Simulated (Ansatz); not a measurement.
The cluster Au₂Br⁺. Charge 1, multiplicity 1. Geometry r2SCAN-D4/def2-TZVP; atoms count from 1.

```xyz
3

Au    1.0511    0.0083    1.1471
Au    0.0543   -0.6689   -1.4036
Br   -1.1054    0.6606    0.2565
```

In the def2 sets Au takes a core potential; there is no spin–orbit coupling. The structure comes from a short search, and lower isomers may exist.

(1) Estimate the Mulliken populations from the PBE0/def2-TZVP orbitals of Ansatz.

(2) And the Mayer bond orders between bonded heavy atoms (over 0.3)?

## Answers

(1) 
| atom | charge (e) | d electrons |
| --- | --- | --- |
| Au1 | 0.60 | 9.79 |
| Au2 | 0.60 | 9.79 |
| Br3 | -0.21 | – |
Mulliken values and Mayer orders depend strongly on the basis.

(2) Au1–Br3 0.77 (2.42 Å); Au2–Br3 0.77 (2.42 Å).
